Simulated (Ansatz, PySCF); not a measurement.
Species: PbBr2, net charge 0, singlet state. 
Coordinates optimised at B3LYP-D3(BJ)/def2-TZVP (Ansatz, a quantum-chemistry and plane-wave program):
```xyz
3

Pb    -0.0040    -0.0060     0.7755
Br     1.1391    -1.6707    -0.9155
Br    -1.1297     1.6847    -0.9014
```

Total electronic energies in hartree. Cores are frozen in the correlated levels unless marked. No spin-orbit coupling. Frozen are the shells of the preceding noble gas and the d and f shells that filled before the atom's block. In def2 rows, elements after Kr have scalar-relativistic effective core potentials. CBS marks a two-point X^-3 extrapolation of the correlation energy; Hartree-Fock from the larger set. The bracket is a focal-point correction in the basis named.

| level | program | energy (Eh) |
|---|---|---|
| RI-HF/def2-TZVPP | Ansatz | -5336.79809 |
| RI-HF/def2-TZVPPD | Ansatz | -5336.79926 |
| BLYP-D4/def2-TZVPD | Ansatz + dftd4 | -5341.35588 |
| revPBE/def2-TZVPD | Ansatz | -5340.95425 |
| r2SCAN-D4/def2-TZVPD | Ansatz + dftd4 | -5341.37717 |
| PBE0/def2-SVP | Ansatz | -5340.08408 |
| PBE0-D4/def2-TZVP | Ansatz + dftd4 | -5340.72108 |
| TPSSh-D4/def2-TZVPD | PySCF + dftd4 | -5341.08890 |
| wB97M-V/def2-TZVPD | Ansatz | -5340.95063 |
| B2PLYP-D4/def2-TZVPD | Ansatz + dftd4 | -5340.15556 |
| MP2/def2-SVPD | Ansatz | -5336.47440 |
| MP2/def2-TZVPP | Ansatz | -5337.18639 |
| RI-MP2/def2-TZVPP | Ansatz | -5337.18628 |
| CCSD(T)/def2-SVP | Ansatz | -5336.48457 |
| RI-MP2/CBS(def2-TZVPPD,def2-QZVPPD)+[CCSD(T)-MP2]/def2-TZVPPD | Ansatz | -5337.4104 |

Totals of different functionals don't rank their quality; only differences between species are comparable.
